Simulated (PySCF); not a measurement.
Species: [Zr(CH3)4] (charge 0, multiplicity 1).

Problem. What is the computed HOMO, HOMO–LUMO gap and dipole moment (TPSSh-D3(BJ)/def2-TZVP // PBE-D3(BJ)/def2-SVP run with PySCF)?

Solution. 
* **HOMO**: -6.71 eV
* **HOMO–LUMO gap**: 5.48 eV
* **dipole moment**: 0.00 D
